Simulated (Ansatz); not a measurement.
H3AlOSi, SMILES `O[Si][AlH2]` (lower singlet) (charge 0, multiplicity 1). This singlet lies 0.45 eV below the relaxed triplet at the level frozen-core CCSD(T)/cc-pVTZ // PBE0-D3(BJ)/def2-TZVP (Ansatz, an electronic-structure program).

Method: frozen-core CCSDT(Q)/cc-pVDZ // PBE0-D3(BJ)/def2-TZVP (Ansatz).

Ansatz 0.2 input:
```yaml
crystal:
  periodic: [false, false, false]
  atoms:
    - { symbol: O, position_ang: [1.931369, -0.000182, 0.352822] }
    - { symbol: Si, position_ang: [1.097735, -1.37914, 0.751861] }
    - { symbol: Al, position_ang: [-1.118806, -0.184309, 0.132595] }
    - { symbol: H, position_ang: [1.437044, 0.769779, 0.041066] }
    - { symbol: H, position_ang: [-0.66512, 1.299231, -0.33616] }
    - { symbol: H, position_ang: [-2.682219, -0.505377, 0.095965] }
basis:
  gaussian: { orbitals: cc-pVDZ }
correlation:
  method: ccsdt_q
```

Output:

```
Functional definition: HF
1232 factors; integrals over basis functions are off by at most 1.6e-7 eV
mean field evaluation 1: about -16526.3711 eV, gradient 3.2e1 eV
mean field evaluation 2: about -16526.3754 eV, gradient 3.2e1 eV
mean field evaluation 4: about -16528.7241 eV, gradient 2.5e0 eV
mean field evaluation 8: about -16528.7637 eV, gradient 1.3e-1 eV
mean field evaluation 16: about -16528.7574 eV, gradient 4.3e-1 eV
mean field evaluation 32: about -16524.8766 eV, gradient 1.9e-3 eV
mean field -16528.76397936 eV, -607.4208726428 hartree, gradient 3.2e-6 eV, S^2 0.000000; 0 other end points of the search recorded, 0 dependent functions left out; unrestricted orbitals would lower it
11 core orbitals not correlated
reference -16528.76397936 eV, -607.4208726428 hartree; 8, 8 occupied and 46, 46 virtual orbitals, 1232 factors
second order -9.10424426 eV of doubles, -0.00000000 eV of singles
cycle   1  -9.66166501 eV  change   -5.6e-1 eV  update   1.2e-1
cycle   2  -10.15298796 eV  change   -4.9e-1 eV  update   6.0e-2
cycle   3  -10.48228213 eV  change   -3.3e-1 eV  update   3.7e-2
cycle   4  -10.46741826 eV  change    1.5e-2 eV  update   1.2e-2
cycle   5  -10.45942390 eV  change    8.0e-3 eV  update   7.4e-3
cycle   6  -10.46550943 eV  change   -6.1e-3 eV  update   3.5e-3
cycle   7  -10.46700443 eV  change   -1.5e-3 eV  update   1.8e-3
cycle   8  -10.46579590 eV  change    1.2e-3 eV  update   1.2e-3
cycle   9  -10.46562303 eV  change    1.7e-4 eV  update   6.8e-4
cycle  10  -10.46670590 eV  change   -1.1e-3 eV  update   4.4e-4
cycle  11  -10.46601162 eV  change    6.9e-4 eV  update   2.7e-4
cycle  12  -10.46608216 eV  change   -7.1e-5 eV  update   1.1e-4
cycle  13  -10.46611068 eV  change   -2.9e-5 eV  update   5.8e-5
cycle  14  -10.46609254 eV  change    1.8e-5 eV  update   2.4e-5
cycle  15  -10.46610050 eV  change   -8.0e-6 eV  update   1.2e-5
cycle  16  -10.46611259 eV  change   -1.2e-5 eV  update   6.2e-6
cycle  17  -10.46611418 eV  change   -1.6e-6 eV  update   3.4e-6
cycle  18  -10.46611432 eV  change   -1.3e-7 eV  update   1.8e-6
perturbative correction -0.03042881 eV, -0.0011182380 hartree
Total energy: -16539.26052248 eV, -607.8066134878 hartree
```
